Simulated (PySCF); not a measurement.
# Ionisation energy of B²⁺ by level of theory

B²⁺ [He] 2s1 (2S) → B³⁺ 1s2 (1S), as a difference of total energies. Calculation: PySCF 2.14, in pcseg-2 (4s3p2d1f, 30 functions); the non-relativistic Hamiltonian (point nucleus). The calculations carry no spin-orbit coupling.

```csv
method,ionisation energy (eV)
UHF,37.779
M06-2X,38.142
MN15,37.739
```

For comparison: 37.931 eV (measured; NIST Atomic Spectra Database, ionization energies).
